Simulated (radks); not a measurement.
Values are calculated unless marked as measured or tabulated.
The gallium anion Ga- inside a hard spherical wall (all orbitals vanish at R), configuration held at [Ar] 3d10 4s2 4p2 and not refilled when levels cross. Level of theory: non-relativistic Kohn-Sham, PBE, spin-polarised, spherical densities, point nucleus; open shells are filled with parallel spins first (a radial shooting solver on a logarithmic mesh with Libxc functionals). Eigenvalues in eV for spin up, with the zero of energy where the potential of the charges vanishes at infinity; a dash marks a level that is unbound or too diffuse for the functional's potential to be trusted. A positive occupied level is held by the wall or, in an anion where self-interaction has pushed it up, behind a barrier. The pressure on the wall is -dE/dV.

R (bohr)  E (hartree)  kinetic (hartree)    e(3p)    e(3d)   e(4s)   e(4p)  e(5s, empty)  e(5p, empty)  pressure (GPa)
20        -1924.59041           1923.292  -92.536  -14.600  -4.150   1.305         1.722         2.115         0.00150
15        -1924.58808           1923.296  -92.189  -14.253  -3.834   1.564         2.367         3.207         0.00872
12        -1924.58371           1923.307  -91.759  -13.823  -3.466   1.884         3.210         4.627          0.0395
10        -1924.57591           1923.329  -91.227  -13.294  -3.041   2.293         4.365         6.452           0.141
8         -1924.55380           1923.396  -90.220  -12.293  -2.289   3.127         6.893        10.082           0.699
7         -1924.52615           1923.485  -89.314  -11.396  -1.638   3.930         9.422        13.435            1.86
6         -1924.46599           1923.684  -87.833   -9.938  -0.557   5.339        13.903        19.034            5.81
5         -1924.31762           1924.159  -85.265   -7.425   1.487   8.067        22.575        29.298            21.9
4         -1923.89128           1925.449  -80.512   -2.818   6.045  14.062        41.483        50.630             106
3.5       -1923.38103           1926.945  -76.478    1.069  10.694  19.984        59.833        70.691             268
